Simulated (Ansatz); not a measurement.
Two isomers of C2H7BGeO: A = `BO[C](=C)[GeH3]`, B = `C[B]1O[CH2][GeH2]1`.

Computed with Ansatz on PBE0-D4/def2-TZVP structures; ΔE is electronic, products minus reactants. CCSD(T)/CBS adds triple-zeta CCSD(T) − MP2 to the extrapolated MP2 energy (def2 sets, frozen cores). Functionals use def2-TZVPP. B3LYP here is the variant with VWN-RPA as its local correlation; programs differ in this. For Ge outer-core shells are correlated without core-valence functions, which leaves a few kJ/mol of doubt a bond. Scalar relativity is left out up to krypton. One conformer a species, not always the lowest.

Q: Which isomer does CCSD(T)/CBS put lower? Give the gap. (An estimate is asked.)

A: Ansatz gave: B, by 16.7 kcal/mol.

Q: Give E(B) − E(A) in kcal/mol with PBE0-D4, PBE-D4, CCSD(T)/def2-TZVPP, ωB97M-V, B3LYP-D4, B2PLYP, r2SCAN-D4. (An estimate is asked.)

A: The calculation gave: PBE0-D4 -20.0, PBE-D4 -19.5, CCSD(T)/def2-TZVPP -15.9, ωB97M-V -16.9, B3LYP-D4 -13.8, B2PLYP -15.1, r2SCAN-D4 -18.0. None reverses the order clearly.

Largest T1 diagnostic: 0.014.

In def2-TZVPP, CCSD(T) changes the Hartree–Fock value by −7.4 kcal/mol (the triples alone add −0.2 kcal/mol) and MP2 by −8.7 kcal/mol.
